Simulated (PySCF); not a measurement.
# First hyperpolarisability: 7-methylindole (SMILES C1=CC=C2C=CNC2=C1C)

Geometry:
```
atom   x (Å)   y (Å)   z (Å)
  C1   2.297  -1.095   0.244
  C2   1.240  -0.039   0.128
  C3   1.516   1.323   0.198
  C4   0.507   2.299   0.086
  C5  -0.819   1.945  -0.101
  C6  -1.147   0.580  -0.178
  C7  -2.368  -0.150  -0.359
  C8  -2.042  -1.482  -0.348
  N9  -0.687  -1.622  -0.169
 C10  -0.109  -0.381  -0.062
 H11   3.290  -0.650   0.391
 H12   2.105  -1.769   1.096
 H13   2.345  -1.722  -0.663
 H14   2.552   1.640   0.345
 H15   0.782   3.355   0.148
 H16  -1.597   2.708  -0.187
 H17  -3.367   0.262  -0.483
 H18  -2.680  -2.357  -0.454
 H19  -0.194  -2.501  -0.124
```

Method: PySCF, quadratic response CAM-B3LYP/aug-cc-pVDZ first hyperpolarisability, Taylor convention, gas phase. Geometry: PBE0-D3(BJ)/def2-SVP.

Give β for the processes computed.

In au, Taylor convention; the vector part is βᵢ = ⅓ Σⱼ (βᵢⱼⱼ + βⱼᵢⱼ + βⱼⱼᵢ); β∥ is 3/5 of the vector part along the dipole, the dipole points from − to +:
| process | λ (nm) | β vector norm | β∥ | β HRS | depolarisation ratio |
| --- | --- | --- | --- | --- | --- |
| static β(0;0,0) | ∞ | 97.1 | 56.3 | 48.9 | 3.13 |
| second harmonic β(−2ω;ω,ω) | 1907 | 101.0 | 58.4 | 51.6 | 3.00 |
| Pockels β(−ω;ω,0) | 1907 | 98.3 | 57.0 | – | – |
| second harmonic β(−2ω;ω,ω) | 1064 | 110.2 | 63.4 | 58.7 | 2.69 |
| Pockels β(−ω;ω,0) | 1064 | 101.2 | 58.6 | – | – |

Which lowest excitations, dipole and polarisabilities go with it?

S1 4.96 eV (f = 0.053); S2 5.01 eV (f = 0.000); S3 5.04 eV (f = 0.113); dipole 2.32 D; isotropic α 114.8 au static, 115.4 au at 1907 nm, 116.5 au at 1064 nm, 117.0 au at 953.5 nm, 122.3 au at 532 nm.
